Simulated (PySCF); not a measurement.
**Solvent effects on NMR parameters**

Molfile (atoms numbered from 1):
```
C4H11NSi
     RDKit          3D

 17 17  0  0  0  0  0  0  0  0999 V2000
    2.8895   -0.3930   -0.7026 Si  0  0  0  0  0  4  0  0  0  0  0  0
    1.4908   -0.5410    0.3015 N   0  0  0  0  0  0  0  0  0  0  0  0
    0.5354    0.5155    0.5525 C   0  0  0  0  0  0  0  0  0  0  0  0
   -0.8785    0.0069    0.6771 C   0  0  0  0  0  0  0  0  0  0  0  0
   -2.0298    0.8759    0.2667 C   0  0  0  0  0  0  0  0  0  0  0  0
   -1.6613   -0.3264   -0.5541 C   0  0  0  0  0  0  0  0  0  0  0  0
    3.9732    0.5142   -0.1883 H   0  0  0  0  0  0  0  0  0  0  0  0
    3.4748   -1.7597   -0.8494 H   0  0  0  0  0  0  0  0  0  0  0  0
    2.4766    0.1520   -2.0339 H   0  0  0  0  0  0  0  0  0  0  0  0
    1.4811   -1.2766    0.9993 H   0  0  0  0  0  0  0  0  0  0  0  0
    0.5773    1.2270   -0.2912 H   0  0  0  0  0  0  0  0  0  0  0  0
    0.7880    1.1072    1.4564 H   0  0  0  0  0  0  0  0  0  0  0  0
   -1.0483   -0.6373    1.5487 H   0  0  0  0  0  0  0  0  0  0  0  0
   -2.9465    0.8421    0.8610 H   0  0  0  0  0  0  0  0  0  0  0  0
   -1.8005    1.8654   -0.1406 H   0  0  0  0  0  0  0  0  0  0  0  0
   -1.1707   -0.1626   -1.5181 H   0  0  0  0  0  0  0  0  0  0  0  0
   -2.3251   -1.1945   -0.5330 H   0  0  0  0  0  0  0  0  0  0  0  0
  1  2  1  0
  2  3  1  0
  3  4  1  0
  4  5  1  0
  5  6  1  0
  6  4  1  0
  1  7  1  0
  1  8  1  0
  1  9  1  0
  2 10  1  0
  3 11  1  0
  3 12  1  0
  4 13  1  0
  5 14  1  0
  5 15  1  0
  6 16  1  0
  6 17  1  0
M  END
```

GIAO PBE0/pcSseg-1 in PySCF 2.14 on one PBE0-D3(BJ)/def2-SVP conformer, non-relativistic, equivalent nuclei averaged. Solvents enter as an IEF-PCM continuum (cyclohexane with ε = 2.0, dimethylsulfoxide with ε = 46.8) around the gas-phase geometry. Shifts are referred to TMS computed in the same medium.

Gas phase, δ in ppm: Si1 -53.7, C3 52.7, C4 16.8, C5/C6 5.8, H7/H8/H9 4.61, H11/H12 2.43, H13 0.59, H14/H17 0.48, H15/H16 0.17, H10 -0.47. Dipole moment 1.24 D.

(1) How does each δ change in the continuum?

(2) Which nuclei move most (in ppm), and what does the model miss?

Results:

(1) 
```json
{"atoms": "Si1", "environment": "silicon bonded to N, 3 H", "Δδ, cyclohexane": "-0.4", "Δδ, dimethylsulfoxide": "-0.9"}
{"atoms": "C3", "environment": "sp3 CH2 bonded to N", "Δδ, cyclohexane": "+0.1", "Δδ, dimethylsulfoxide": "+0.1"}
{"atoms": "C4", "environment": "three-membered-ring carbon", "Δδ, cyclohexane": "+0.1", "Δδ, dimethylsulfoxide": "+0.4"}
{"atoms": "C5/C6", "environment": "three-membered-ring carbon", "Δδ, cyclohexane": "-0.1", "Δδ, dimethylsulfoxide": "-0.3"}
{"atoms": "H7/H8/H9", "environment": "hydrogen on a silicon bonded to N", "Δδ, cyclohexane": "-0.03", "Δδ, dimethylsulfoxide": "-0.08"}
{"atoms": "H11/H12", "environment": "hydrogen on an sp3 CH2 bonded to N", "Δδ, cyclohexane": "+0.02", "Δδ, dimethylsulfoxide": "+0.05"}
{"atoms": "H13", "environment": "hydrogen on a three-membered-ring carbon", "Δδ, cyclohexane": "+0.07", "Δδ, dimethylsulfoxide": "+0.22"}
{"atoms": "H14/H17", "environment": "hydrogen on a three-membered-ring carbon", "Δδ, cyclohexane": "+0.01", "Δδ, dimethylsulfoxide": "+0.01"}
{"atoms": "H15/H16", "environment": "hydrogen on a three-membered-ring carbon", "Δδ, cyclohexane": "+0.01", "Δδ, dimethylsulfoxide": "+0.01"}
{"atoms": "H10", "environment": "hydrogen on a nitrogen bonded to C, Si", "Δδ, cyclohexane": "+0.23", "Δδ, dimethylsulfoxide": "+0.60"}
```

Changes are relative to the gas phase. The dipole moment becomes 1.34 D in cyclohexane, 1.52 D in dimethylsulfoxide.

(2) Si1 (silicon bonded to N, 3 H, -0.9 ppm) in dimethylsulfoxide. A continuum only polarises the solute; specific hydrogen bonds, the anisotropy of aromatic solvents and changes of geometry or conformer are outside it.
